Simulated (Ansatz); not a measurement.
Job for Ansatz (a quantum-chemistry and plane-wave program): R-B3LYP/def2-TZVPP on C2H7Al (SMILES [CH3][AlH][CH3]), a point of a torsion scan.

Ansatz 0.2 input:
```yaml
crystal:
  periodic: [false, false, false]
  atoms:
    - {symbol: C, position_ang: [1.70621163, 0.36928201, -0.25898809]}
    - {symbol: Al, position_ang: [0.21322011, -0.29603602, 0.87566389]}
    - {symbol: C, position_ang: [0.28700554, -1.59242714, 2.38342019]}
    - {symbol: H, position_ang: [1.99467584, -0.33165897, -1.05097505]}
    - {symbol: H, position_ang: [1.42754727, 1.30219318, -0.76486504]}
    - {symbol: H, position_ang: [2.62137357, 0.57839223, 0.30775865]}
    - {symbol: H, position_ang: [-1.19259319, 0.27531993, 0.54377526]}
    - {symbol: H, position_ang: [0.83276480, -1.21254761, 3.25512924]}
    - {symbol: H, position_ang: [-0.72271874, -1.84075053, 2.73385100]}
    - {symbol: H, position_ang: [0.76854302, -2.54097620, 2.11783356]}
basis:
  gaussian:
    orbitals: def2-TZVPP
hamiltonian:
  xc: {name: B3LYP}
scf: {lower_state_search: off}
```

It printed:

```
Functional definition: B3LYP
[...]
these checks for a lower state are left out or cut short: stability, starts, cluster_reference, orbital_swaps, neighbouring_geometries, increment
integrals: 0.09 GiB planned
1066 factors; their error is unknown
mean field: 0.88 GiB planned
mean field evaluation 1: about -8773.5981 eV, gradient 7.8e1 eV
mean field evaluation 2: about -8764.7188 eV, gradient 8.9e1 eV
mean field evaluation 4: about -8787.2351 eV, gradient 1.4e0 eV
mean field evaluation 8: about -8787.2395 eV, gradient 3.7e-1 eV
mean field evaluation 16: about -8787.2397 eV, gradient 4.3e-6 eV
mean field -8787.23965603 eV, -322.9251011542 hartree, gradient 4.3e-6 eV, S^2 0.000000; 0 other end points of the search recorded, 0 dependent functions left out
reference -8787.23994848 eV, -322.9251119015 hartree; 16, 16 occupied and 186, 186 virtual orbitals, 1066 factors
Total energy: -8787.23994848 eV, -322.9251119015 hartree
Checks for a lower state left out: stability, starts, cluster_reference, orbital_swaps, neighbouring_geometries, increment
```

The calculation finished and met its thresholds.

Cost: around 2.7 core-seconds (rough).
